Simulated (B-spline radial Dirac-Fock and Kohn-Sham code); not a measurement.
**Dipole and non-dipole photoemission parameters of Ca 2p3/2**

System: atomic calcium in the configuration [Ar] 4s2; threshold 346.2 eV (tabulated edge). Calculated with an atomic code on a B-spline grid, using Dirac-Hartree-Slater photoionisation with a Latter tail; cross sections with all multipoles, angular parameters from the dipole term and its interference with E2.

The run's input, task.json:

```json
{"items": [{
  "Z": 20,
  "q": 0,
  "cfg": [[1, 0, 2], [2, 0, 2], [2, 1, 6], [3, 0, 2], [3, 1, 6], [4, 0, 2]],
  "A": 40,
  "rrms": 3.4776,
  "do": "xps",
  "hv": [60.5, 80, 100, 102.0, 115.0, 117.0, 150, 171.0, 186.0, 237.0, 277.0, 300, 501.0, 639.0, 667.0, 722.0, 919.0, 1000, 1253.6, 1650.0, 1950.0, 2040.0, 2460.0, 4400.0, 4680.0, 5414.7, 7870.0, 8047.8, 8770.0, 9750.0],
  "edges": {"K": 4038.5, "L1": 438.4, "L2": 349.7, "L3": 346.2}
}]}
```

Launch: `python xray2_run.py task.json out`

```
hν (eV)  σ (kb)      β      γ      δ
    501     822  1.353  0.003  0.014
    639     459  1.459  0.107  0.017
    667     412  1.467  0.127  0.018
    722     336  1.475  0.164  0.019
    919     176  1.465  0.281  0.024
   1000     139  1.453  0.322  0.026
 1253.6    73.6  1.402  0.433  0.032
   1650    32.8  1.313  0.566  0.043
   1950    19.8  1.248  0.643  0.052
   2040    17.2  1.229  0.664  0.054
   2460    9.59  1.146  0.746  0.067
   4400    1.44  0.866  0.974  0.126
   4680    1.17  0.836  0.996  0.134
 5414.7   0.708  0.765  1.046  0.155
   7870       ?      ?      ?      ?
 8047.8   0.177  0.581  1.166  0.224
   8770   0.130  0.544  1.190  0.242
   9750  0.0886  0.499  1.219  0.264
```

Q: Give the values at 7870 eV.

A: σ = 0.191 kb, β = 0.591, γ = 1.160, δ = 0.220.
